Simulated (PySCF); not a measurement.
LDA on S⁻ (sulfur, charge -1), [Ne] 3s2 3p5, 2P determinant. Computed with PySCF 2.14 in dyall-av3z (19s12p3d2f, 84 functions), with no relativity, point nucleus.

```
cycle= 1 E= -396.832182478473  delta_E= -0.0222  |g|= 0.0447  |ddm|= 0.156
cycle= 2 E= -396.83231669754  delta_E= -0.000134  |g|= 0.0182  |ddm|= 0.0243
cycle= 3 E= -396.832320964324  delta_E= -4.27e-06  |g|= 0.00969  |ddm|= 0.0176
cycle= 4 E= -396.832373442526  delta_E= -5.25e-05  |g|= 0.00232  |ddm|= 0.012
cycle= 5 E= -396.832377660367  delta_E= -4.22e-06  |g|= 0.000157  |ddm|= 0.00286
cycle= 6 E= -396.832377685863  delta_E= -2.55e-08  |g|= 2.17e-05  |ddm|= 0.000267
cycle= 7 E= -396.832377686413  delta_E= -5.5e-10  |g|= 2.93e-06  |ddm|= 4.06e-05
converged SCF energy = -396.832377686413  <S^2> = 0.7533713  2S+1 = 2.0033685
```

Highest occupied orbital energy: 1.012 eV; ⟨L²⟩ = 2.02; populations by l: s 6.00, p 11.00, d 0.00, f 0.00.

Q: Can this result be used?

A: With care. The run converged. At LDA the highest occupied level has a positive energy, so only the finite basis holds that electron; in a semilocal or global hybrid functional this comes from self-interaction and does not mean that the real anion is unbound.
